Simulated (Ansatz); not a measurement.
Frontier orbitals of BrFSi, SMILES `F[Si]Br`.

The species carries charge 0 and has multiplicity 1. Correlated methods include outer-core shells of Br, which these sets cover unevenly. Scalar relativity is left out up to krypton. The geometry is a stationary point of PBE0-D4/def2-TZVP. Basis def2-TZVPP, the Gaussian-basis code of Ansatz.

(1) Compute the vertical ionisation energy as the energy of the cation minus that of the neutral molecule, at each level. (Best estimate.)

Results:

(1) Ansatz gave: 
```csv
level,IE (eV),difference from CCSD(T)/def2-TZVPP
PBE-D4/def2-TZVPP,9.94,-0.22
r2SCAN-D4/def2-TZVPP,9.97,-0.19
PBE0-D4/def2-TZVPP,10.09,-0.07
B3LYP-D4/def2-TZVPP,10.16,-0.01
ωB97X-V/def2-TZVPP,10.19,0.03
ωB97M-V/def2-TZVPP,10.21,0.04
B2PLYP/def2-TZVPP,10.09,-0.07
HF/def2-TZVPP,9.36,-0.81
MP2/def2-TZVPP,10.12,-0.05
CCSD/def2-TZVPP,10.17,0.01
CCSD(T)/def2-TZVPP,10.16,0.00
HF/def2-QZVPP,9.35,-0.81
MP2/def2-QZVPP,10.23,0.06
```

B3LYP here is the variant with VWN-RPA as its local correlation; programs differ in this.
